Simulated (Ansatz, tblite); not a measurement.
Spin states of Ga₂P (the lowest doublet isomer of a short search), each relaxed with B3LYP-D4/def2-TZVP in Ansatz. Electronic energies in the gas phase.

The 6-31G sets use Cartesian d functions. The xTB rows come from tblite. HSE06 is defined as in plane-wave codes, on full-range PBE exchange. Correlated methods freeze 23 core orbitals; core or outer-core shells of Ga are correlated, in sets that lack core-valence functions. The structure comes from a short search, and lower isomers may exist.

Doublet geometry (Cs within 0.1 Å):

```xyz
3

Ga   -1.514   -0.320    1.025
Ga    1.690   -0.420   -0.387
P    -0.176    0.739   -0.638
```

Quartet geometry (C2v within 0.1 Å):

```xyz
3

Ga   -0.543    1.355   -0.414
Ga    1.400   -0.426    0.404
P    -0.857   -0.929    0.010
```

⟨S²⟩: doublet 0.76 at PBE0-D4/def2-TZVP (pure 0.75), quartet 3.76 at PBE0-D4/def2-TZVP (pure 3.75).

Only these spin states were relaxed. The quartet has other bonds than the doublet, so the gap mixes isomer and spin.

Question: Estimate which spin state lies lowest at each of these levels, and by how much: GFN2-xTB; HF/6-31G; HF/def2-TZVP; PBE-D4/def2-TZVP; PBE0-D4/def2-TZVP; r2SCAN0-D4/def2-TZVP; HSE06-D4/def2-TZVP; CAM-B3LYP-D4/def2-TZVP; ωB97M-V/def2-TZVP; RPA@PBE/def2-TZVP; MP2/def2-TZVP; MP2/def2-TZVPP.

Answer: 
```
                 level  quartet − doublet (kJ/mol)  lowest of these                                  remarks
              GFN2-xTB                       262.3          doublet                                        –
              HF/6-31G                        75.3          doublet                                        –
          HF/def2-TZVP                        69.8          doublet  spin-contaminated (⟨S²⟩ 0.83) (doublet)
      PBE-D4/def2-TZVP                       109.4          doublet                                        –
     PBE0-D4/def2-TZVP                        99.9          doublet                                        –
  r2SCAN0-D4/def2-TZVP                        87.2          doublet                                        –
    HSE06-D4/def2-TZVP                        99.5          doublet                                        –
CAM-B3LYP-D4/def2-TZVP                       118.4          doublet                                        –
     ωB97M-V/def2-TZVP                       115.2          doublet                                        –
     RPA@PBE/def2-TZVP                       102.2          doublet                                        –
         MP2/def2-TZVP                        87.5          doublet  spin-contaminated (⟨S²⟩ 0.83) (doublet)
        MP2/def2-TZVPP                        87.8          doublet  spin-contaminated (⟨S²⟩ 0.83) (doublet)
```

Change of the quartet − doublet gap on mixing in exact exchange, in kJ/mol: PBE to PBE0 (25 % exact exchange) -9.5. The xTB methods have no term that favours high spin, so they put low spin too low.
